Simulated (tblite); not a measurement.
Species: C6H12F2OSi.
Geometry (GFN2-xTB, Å), atoms numbered from 1 in this order:
```xyz
22
C6H12F2OSi angstrom
O     -0.851   -0.994    1.103
C     -1.007   -0.680   -0.268
C      0.245   -1.068   -1.061
C      1.428   -0.208   -0.580
C      2.271   -0.929    0.454
F      2.837   -2.072   -0.079
Si     0.632    1.383    0.139
C     -1.132    0.840   -0.348
C     -2.235    1.371    0.546
F     -2.215    2.748    0.545
H     -0.667   -1.937    1.184
H     -1.899   -1.191   -0.667
H      0.056   -0.887   -2.119
H      0.465   -2.132   -0.941
H      2.081    0.006   -1.428
H      3.102   -0.303    0.792
H      1.679   -1.252    1.314
H      1.067    2.587   -0.570
H      0.809    1.493    1.584
H     -1.357    1.120   -1.381
H     -3.232    1.074    0.201
H     -2.086    1.051    1.579
```

Method: GFN2-xTB as coded in tblite; computed harmonic values from a numerical Hessian at the method's own geometry, unscaled. Errors from tens to a few hundred cm⁻¹ against measured bands are possible. Modes of hydrogen on silicon can be 10 to 20 % off. One conformer, not necessarily the lowest.

Harmonic wavenumbers (cm⁻¹): 39.2, 63.7, 94.1, 143.1, 160.7, 189.0, 234.4, 272.1, 341.2, 360.6, 393.7, 413.3, 431.9, 488.5, 527.9, 560.3, 653.6, 662.6, 725.9, 761.6, 782.3, 869.1, 900.4, 953.4, 974.2, 991.0, 1015.8, 1032.7, 1037.0, 1108.6, 1116.7, 1123.8, 1141.5, 1166.9, 1188.7, 1205.3, 1220.5, 1246.2, 1272.7, 1291.2, 1307.5, 1322.6, 1332.8, 1337.5, 1346.7, 1455.5, 1459.0, 1485.9, 2288.6, 2306.0, 2833.4, 2923.5, 2951.1, 2955.3, 2962.4, 2965.6, 2972.5, 2980.2, 2997.3, 3538.4.

A = 2289, B = 655.8, C = 584.9 MHz; mass 166.063 u (most abundant isotopes); point group C1, symmetry number 1.

Problem. Zero-point energy?

Solution. ½Σν̃ = 37439 cm⁻¹ = 447.86 kJ/mol.

Problem. Give the ideal-gas entropy at 350 K and 1 bar in the rigid-rotor, harmonic-oscillator model (classical rotation).

Solution. Translation 175.95, rotation 128.70, vibration 169.19: S = 473.8 J/(mol K).

Problem. And Cp and H(350 K) − H(0)?

Solution. Cp = 214.20 J/(mol K), of which vibrations give 180.94 (their classical limit is 60 R = 498.9); H(350 K) − H(0) = 42.92 kJ/mol without the zero-point energy, 31.28 from vibrations.

Problem. Which modes carry the vibrational entropy at 350 K?

Solution. 39.2 cm⁻¹: 23.50; 63.7 cm⁻¹: 19.48; 94.1 cm⁻¹: 16.26; 143.1 cm⁻¹: 12.84; 160.7 cm⁻¹: 11.91; 189.0 cm⁻¹: 10.62 J/(mol K); the other 54 give 74.57 together.

Problem. How do the functions run with temperature in this model?

Solution. 
```json
{"T (K)": "50", "S (J/(mol K))": "255.7", "Cp (J/(mol K))": "57.7", "H − H(0) (kJ/mol)": "2.18", "G − H(0) (kJ/mol)": "-10.61", "ln q(vib)": "0.67"}
{"T (K)": "100", "S (J/(mol K))": "304.1", "Cp (J/(mol K))": "84.4", "H − H(0) (kJ/mol)": "5.74", "G − H(0) (kJ/mol)": "-24.67", "ln q(vib)": "2.04"}
{"T (K)": "298.15", "S (J/(mol K))": "441.7", "Cp (J/(mol K))": "187.0", "H − H(0) (kJ/mol)": "32.51", "G − H(0) (kJ/mol)": "-99.19", "ln q(vib)": "8.01"}
{"T (K)": "373.15", "S (J/(mol K))": "487.9", "Cp (J/(mol K))": "225.9", "H − H(0) (kJ/mol)": "48.01", "G − H(0) (kJ/mol)": "-134.06", "ln q(vib)": "10.31"}
{"T (K)": "500", "S (J/(mol K))": "562.2", "Cp (J/(mol K))": "282.4", "H − H(0) (kJ/mol)": "80.39", "G − H(0) (kJ/mol)": "-200.72", "ln q(vib)": "14.22"}
{"T (K)": "750", "S (J/(mol K))": "692.5", "Cp (J/(mol K))": "359.0", "H − H(0) (kJ/mol)": "161.36", "G − H(0) (kJ/mol)": "-358.01", "ln q(vib)": "21.72"}
{"T (K)": "1000", "S (J/(mol K))": "802.9", "Cp (J/(mol K))": "407.3", "H − H(0) (kJ/mol)": "257.57", "G − H(0) (kJ/mol)": "-545.31", "ln q(vib)": "28.74"}
```

q(vib) and H(0) count from the zero-point level.

Problem. What must be added to the electronic energy to get the Gibbs energy at 350 K and 1 bar?

Solution. ZPE + [H(350 K) − H(0)] − T·S = 447.86 + 42.92 − 165.84 = 324.94 kJ/mol.

Problem. Blend soft modes into free rotors: weight 1/[1 + (100 cm⁻¹/ν̃)⁴] for the oscillator and the rest for a rotor with moment μB/(μ + B), μ = h/(8π²ν), B = 10⁻⁴⁴ kg m². What vibrational entropy results?

Solution. 155.69 J/(mol K) in place of 169.19, which changes −T·S at 350 K by +4.73 kJ/mol.

Hindered rotation and anharmonicity are outside this model. Other conformers, if any are populated, would add a mixing term that is left out. The structure is chiral; the term R ln 2 for an equal mix with its mirror image is left out.

The run took 5.6 s wall, 3.4 s CPU on Intel Xeon at 2.50 GHz, one thread (shared host). The figure is for the frequency step alone.
